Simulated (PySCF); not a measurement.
C5H6O, SMILES C1C(=C)C=CO1. Coordinates come from a B3LYP-D3(BJ)/def2-SVP optimisation. Other conformers were not sampled.

Level of theory: B3LYP-D3(BJ)/def2-SVP (PySCF).

Harmonic wavenumbers (cm⁻¹): 127, 356, 368, 558, 639, 690, 802, 844, 851, 881, 929, 948, 986, 1005, 1073, 1177, 1204, 1268, 1328, 1371, 1440, 1465, 1644, 1714, 3045, 3093, 3143, 3231, 3239, 3258. Rotational constants (GHz): 8.115, 3.561, 2.515; symmetry number 1.

Task: Work out the zero-point energy and the ideal-gas rigid-rotor harmonic-oscillator thermochemistry at 298.15 K and 1 atm.

Result: ZPE = ½ Σ hcν = ½ × 42678 cm⁻¹ = 61.01 kcal/mol. H − E(el) = 64.87 kcal/mol. Entropy in cal/(mol K): translation 39.13, rotation 25.90, vibration 7.86, total 72.88. G − E(el) = 43.14 kcal/mol. Cp = 21.29 cal/(mol K). Modes under 150 cm⁻¹ make the vibrational entropy uncertain.
